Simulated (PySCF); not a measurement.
Labels have come off several samples. The candidates:

A. `InChI=1S/C4H4F2O3/c5-4(6)9-3-1-2(7)8-3/h3-4H,1H2/t3-/m1/s1`
B. `CO[C@@H](C)[C@@H](C)C(=O)Cl`
C. `C[C@@H]1OC(=O)OC1(F)F`

Spectrum 1. ¹³C{¹H} NMR (computed): δ 152.3 (C, dd, J = 4.8, 3.2 Hz), 133.7 (C, t, J = 328.7 Hz), 83.2 (CH, dd, J = 35.6, 28.4 Hz), 17.9 (CH3, dd, J = 8.9, 2.7 Hz).

Spectrum 2. ¹³C{¹H} NMR (computed): δ 188.9 (C), 81.2 (CH), 62.7 (CH), 58.9 (CH3), 19.2 (CH3), 17.1 (CH3).

Spectrum 3. ¹³C{¹H} NMR (computed): δ 168.0 (C), 122.7 (CH), 90.7 (CH), 49.6 (CH2).

[PySCF: GIAO PBE0/pcSseg-1 shieldings; spin–spin couplings from B3LYP/pcJ-1 (spin–dipole term left out of most H,H and C,H couplings); geometry from GFN2-xTB; non-relativistic; a single conformation; isolated molecule; rapidly exchanging positions averaged]

Shifts are taken against calculated references (same method and geometry level): ¹³C (186.93 ppm) vs TMS. Splittings of carbon signals by F and P are missing where no couplings were computed. One-bond C–F couplings are unscaled and too large by tens of Hz. Shifts are as computed. Against solution values, carbons near 30 ppm lie about +3 ppm off and those near 130 ppm about +5 ppm; carbons on Cl a further +6 ppm. Of 1211 compounds with measured shifts, 218 miss one by over three times the rms of a fit or turn the order of signals round; such compounds aren't used in these exercises. Carbons bonded to Cl come out too deshielded.

Task: Match each spectrum to its structure.

Result: 1–C, 2–B, 3–A.

- Spectrum 1 (C): 4 ¹³C signals; δC 152.3 is a carbonate carbon; δC 133.7 is a fully substituted sp3 carbon bonded to 2 F and O.
- Spectrum 2 (B): 6 ¹³C signals; δC 81.2 is an sp3 CH bonded to O; δC 58.9 is a methyl carbon bonded to O.
- Spectrum 3 (A): 4 ¹³C signals; δC 168.0 is an ester carbonyl carbon; δC 122.7 is an sp3 CH bonded to 2 F and O.
